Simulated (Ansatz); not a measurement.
## Worked example: the enthalpy of formation of C2H3I (vinyl iodide)

The species is C2H3I (6 atoms), meant as a singlet with charge 0. SMILES: `C=CI`. Geometry: relaxed at PBE0-D4/def2-TZVP.

```xyz
6

C    -0.6230    0.0687   -0.4574
C     0.3729    0.1513    0.4044
I     1.8445   -1.3017    0.6086
H    -0.7488   -0.7712   -1.1295
H    -1.3556    0.8682   -0.5073
H     0.5099    0.9847    1.0812
```

Total energies at RPA@PBE0/def2-SVP (core potential), 6 core orbitals frozen (Ansatz 0.2.0); the atoms run unrestricted:

| species | state | energy (Eh) |
| --- | --- | --- |
| C2H3I | singlet | -374.594773 |
| C | triplet | -37.752669 |
| I | doublet | -296.792487 |
| H | doublet | -0.511128 |

Harmonic wavenumbers at PBE0-D4/def2-TZVP, in cm⁻¹: 312, 560, 563, 948, 986, 1004, 1260, 1407, 1667, 3154, 3220, 3250.

Measured heats of formation of the gaseous atoms at 298.15 K, in kJ/mol: C 716.9, I 106.8, H 218.0. Spin-orbit lowering of the atoms at 298 K (mean of the ground term's levels less their thermal mean, from spectra), in kJ/mol: C 0.02, I 30.32. Take 1 Eh = 2625.50 kJ/mol, 1 cm⁻¹ = 0.0119627 kJ/mol, RT = 2.479 kJ/mol.

Q: Work out the heat of formation of the gas at 298 K.

A: 
1. Electronic atomisation energy: 2 × (-37.752669) + (-296.792487) + 3 × (-0.511128) − (-374.594773) = 0.763564 Eh = 2004.7 kJ/mol.
2. Zero-point energy: half the sum of the wavenumbers, 9165.5 cm⁻¹ = 109.6 kJ/mol.
3. Thermal vibrational enthalpy, Σ hcν̃/(exp(hcν̃/kT) − 1): 2.4 kJ/mol. Translation, rotation and pV of a non-linear molecule: 4 RT = 9.9 kJ/mol.
4. The 6 free atoms carry 5/2 RT each: 37.2 kJ/mol.
5. Spin-orbit coupling lowers the free atoms by 2 × 0.02 + 30.32 = 30.4 kJ/mol.
6. Atomisation enthalpy at 298 K: 2004.7 − 30.4 − 109.6 − 2.4 − 9.9 + 37.2 = 1889.6 kJ/mol.
7. Sum of the atoms' heats of formation: 2194.6 kJ/mol. Heat of formation: 2194.6 − 1889.6 = +305.0 kJ/mol.

The tabulated value is +130.6 kJ/mol (Active Thermochemical Tables), so this level is off by +174.4 kJ/mol, or 8.5 % of the atomisation enthalpy that the table implies (2063.9 kJ/mol). Anharmonicity and any spin-orbit splitting of the molecule are left out, and so is core correlation.
